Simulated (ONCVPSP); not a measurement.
## Logarithmic derivatives: Li (Z = 3), ONCV

- Element: lithium
- Generator: ONCVPSP 4.0.1
- Type: optimised norm-conserving Vanderbilt (ONCV)
- Functional: PBEsol
- Relativity: scalar-relativistic
- Frozen core: none
- Valence charge: 3
- Reference configuration: 1s2 2s1
- Partial waves: 1s+2s: rc 1.05 bohr, ncon 4, nbas 8, qcut 10.5 1/bohr, 2 projectors; p scattering state at 0.38 Ha: rc 0.78 bohr, ncon 4, nbas 7, qcut 9.4 1/bohr, 2 projectors, debl 1 Ha; d scattering state at 0.17 Ha: rc 1.05 bohr, ncon 3, nbas 6, qcut 10.7 1/bohr, 1 projector
- Local potential: polynomial inside 0.78 bohr (lpopt 5, dvloc0 -1 Ha)
- Core correction: none

The phase is arctan(r·R′/R) of the radial function R(r), unwrapped; energies in Ha, scanned from -3 to 5 Ha. A pole is an energy at which the radial function vanishes at the test radius. The pseudo phase is shifted by a multiple of π to meet the all-electron one at the reference energy, and phase errors are pseudo minus all-electron; the curves can meet again beyond the range given. Levels narrower than the energy grid can be missing from the lists of poles.

For each channel, where are the poles, and over which energies does the pseudopotential scatter like the atom?

```csv
channel,radius (bohr),reference energy (Ha),"poles, all-electron","poles, pseudo",unbroken range about the reference energy with phases within 0.05 rad,phase error 1 Ha above the reference energy (rad)
s,1.06,-0.10,-1.17,-1.17,the whole range,+0.000
p,0.79,0.38,none,none,the whole range,+0.000
d,1.06,0.17,none,none,the whole range,+0.000
```

Phases in the s channel:

```tsv
E (Ha)	all-electron	pseudo
-2.98	0.225	0.225
-2.76	-0.070	-0.069
-2.54	-0.415	-0.415
-2.32	-0.747	-0.747
-2.10	-1.014	-1.014
-1.88	-1.211	-1.211
-1.66	-1.356	-1.356
-1.44	-1.465	-1.465
-1.22	-1.552	-1.552
-1.00	-1.624	-1.624
-0.78	-1.686	-1.686
-0.56	-1.741	-1.741
-0.34	-1.793	-1.793
-0.12	-1.843	-1.843
0.10	-1.893	-1.893
0.32	-1.944	-1.944
0.54	-1.999	-1.999
0.76	-2.057	-2.057
0.98	-2.122	-2.122
1.20	-2.195	-2.195
1.42	-2.278	-2.278
1.64	-2.375	-2.375
1.86	-2.488	-2.488
2.08	-2.620	-2.619
2.30	-2.772	-2.771
2.52	-2.941	-2.940
2.74	-3.122	-3.121
2.96	-3.305	-3.303
3.18	-3.479	-3.477
3.40	-3.637	-3.635
3.62	-3.774	-3.772
3.84	-3.891	-3.889
4.06	-3.990	-3.987
4.28	-4.073	-4.071
4.50	-4.143	-4.141
4.72	-4.203	-4.201
4.94	-4.255	-4.252
```
